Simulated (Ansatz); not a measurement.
NiBr2(PH3)2 (NiP2H6Br2). Total charge 0; singlet. Geometry r2SCAN-D4/def2-SVP.

```
atom   x (Å)   y (Å)   z (Å)
 Br1   0.074   2.055   1.098
 Br2  -0.041  -1.998  -1.089
 Ni3   0.080   0.056  -0.038
  P4   1.343  -0.875   1.455
  P5  -1.289   0.904  -1.489
  H6   2.446  -1.656   1.021
  H7   0.705  -1.849   2.268
  H8   1.965  -0.097   2.467
  H9  -1.215   2.282  -1.817
 H10  -2.654   0.851  -1.096
 H11  -1.414   0.328  -2.780
```

The restricted singlet is unstable towards broken spin symmetry in Hartree–Fock (as tested in another run); at r2SCAN-D4/def2-TZVP, r2SCANh-D4/def2-TZVP, PBE0-D4/def2-SVP, PBE0-D4/def2-TZVP and others this wasn't settled.

Q: Estimate the orbital energies around the gap (eV) in Ansatz with r2SCAN-D4/def2-TZVP, r2SCANh-D4/def2-TZVP, PBE0-D4/def2-SVP, PBE0-D4/def2-TZVP, CAM-B3LYP-D4/def2-TZVP.

A: 
```csv
orbital,r2SCAN-D4/def2-TZVP,r2SCANh-D4/def2-TZVP,PBE0-D4/def2-SVP,PBE0-D4/def2-TZVP,CAM-B3LYP-D4/def2-TZVP
HOMO−5,-6.97,-7.41,-7.83,-8.28,-9.65
HOMO−4,-6.41,-7.20,-7.58,-7.87,-9.21
HOMO−3,-6.33,-6.79,-7.16,-7.59,-9.10
HOMO−2,-6.04,-6.64,-7.02,-7.28,-8.59
HOMO−1,-5.64,-6.48,-6.93,-7.19,-8.46
HOMO,-5.42,-6.15,-6.61,-6.93,-8.27
LUMO,-3.55,-3.12,-2.12,-2.51,-1.48
LUMO+1,-1.43,-1.12,-0.36,-0.77,0.28
LUMO+2,-0.26,0.05,0.39,0.26,1.07
LUMO+3,-0.14,0.18,0.82,0.38,1.43
LUMO+4,-0.01,0.27,0.91,0.52,1.64
LUMO+5,0.18,0.46,1.03,0.66,1.73
```
